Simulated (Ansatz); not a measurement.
Consider the atomization: `[Se][Sn]` → Se• + Sn•.

Program: Ansatz. Geometries: PBE0-D4/def2-TZVP. ΔE: electronic, gas phase. CCSD(T)/CBS is the MP2 limit (def2-TZVPP, def2-QZVPP) plus CCSD(T) − MP2 in def2-TZVPP, frozen cores. DFT in def2-TZVPP. HSE06 is defined as in plane-wave codes. No spin–orbit coupling; open shells (•) take unrestricted orbitals. Spin–orbit coupling would lower the free atoms: clearly for Se; strongly for Sn. Elements past krypton have def2 core potentials. For Se, Sn outer-core shells are correlated without core-valence functions, so the limit isn't a true one: a few kJ/mol of doubt a bond, and 10 to 20 or more in all where bonds break to atoms. Scalar relativity is left out up to krypton.

**Question.** What is ΔE at CCSD(T)/CBS? (Best estimate.)

**Answer.** Ansatz gave: +470.8 kJ/mol.

**Question.** What do these levels give: BLYP-D4, r2SCAN-D4, r2SCAN0-D4, HSE06-D4, CAM-B3LYP-D4, PBE, r2SCAN, r2SCANh, HSE06, MP2/def2-SVP, MP2/def2-QZVPP, CCSD/def2-QZVPP? (An estimate is asked.)

**Answer.** Ansatz gave: BLYP-D4 471.9, r2SCAN-D4 459.1, r2SCAN0-D4 430.6, HSE06-D4 447.8, CAM-B3LYP-D4 431.9, PBE 475.3, r2SCAN 458.3, r2SCANh 446.4, HSE06 443.6, MP2/def2-SVP 411.7, MP2/def2-QZVPP 472.3, CCSD/def2-QZVPP 419.2 kJ/mol.

Largest T1 diagnostic among the species: 0.020.

Leaving LDA and LC-ωPBE aside and taking each functional with its dispersion term where it has one, the values, not all of them listed here, spread over 63.8 kJ/mol, from BHLYP-D4 to PBE-D4. LDA lies +85.3 kJ/mol from PBE without D4, its usual overbinding. From PBE to PBE0 (25 % exact exchange), in def2-TZVPP and without D4, ΔE moves by −31.8 kJ/mol: exact exchange takes away binding that semilocal exchange gives to molecules. In def2-TZVPP, CCSD(T) changes the Hartree–Fock value by +210.8 kJ/mol (the triples alone add +31.1 kJ/mol) and MP2 by +226.9 kJ/mol; breaking electron pairs costs correlation energy, which Hartree–Fock lacks.

For atomizations the MP2-based limit and the directly extrapolated one differ by several kJ/mol either way, and by 10 to 25 for some Ge, Se and Sn compounds, so smaller differences from it don't rank the levels.
